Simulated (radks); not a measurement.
The numbers below are computed, except where a source is named.
Species: Sc. Configuration: [Ar] 3d2 4s1 (not the ground configuration).

Level of theory: Dirac Kohn-Sham, PBE, spin-unpolarised, spherical densities, finite nucleus; open shells fill j = l - 1/2 first; Fermi nuclear charge, rms radius 3.5459 fm (a radial shooting solver on a logarithmic mesh with Libxc functionals).

Energy parts (eV):
total: -20789.525
kinetic: 20971.869
electron-nucleus: -49467.893
Hartree: 8767.771
exchange-correlation: -1061.272

Orbitals (lengths in bohr, moments of r in powers of bohr; <r^-3> diverges for s and p1/2; r(90%) holds 90 % of the orbital's charge):
orbital  occ.  eigenvalue (eV)  r(90%)      <r^4>  <r^-3>   <1/r>  small-component weight
1s1/2       2        -4393.815   0.130  0.0001326       -   20.77                5.65e-03
2s1/2       2        -470.9103   0.534    0.03446       -   4.307                9.65e-04
2p1/2       2        -387.9945   0.504    0.02779       -   4.236                9.44e-04
2p3/2       4        -383.3495   0.508    0.02860   220.1   4.187                9.35e-04
3s1/2       2         -52.1154    1.62      2.998       -   1.298                1.91e-04
3p1/2       2         -31.1949    1.82      4.824       -   1.167                1.60e-04
3p3/2       4         -30.6971    1.84      4.967   23.74   1.157                1.58e-04
3d3/2       2          -1.3680    4.59      265.2   1.056  0.6544                6.05e-05
3d5/2       0          -1.3452    4.62      273.2   1.041  0.6510                6.00e-05
4s1/2       1          -3.5540    6.01      558.0       -  0.3265                1.67e-05
4p1/2       0          -1.1917    8.78       2549       -  0.2283                8.28e-06
4p3/2       0          -1.1750    8.83       2613  0.8019  0.2267                8.19e-06

The highest occupied level is 3d3/2 at -1.368 eV. Summed over all electrons, <r^2> = 48.67 bohr^2, which gives a Langevin (diamagnetic) susceptibility term of -38.5 x 10^-6 cm^3/mol. The density falls to 0.001 e/bohr^3 at r = 4.80 bohr. The electron density at the nucleus is 7258 e/bohr^3.
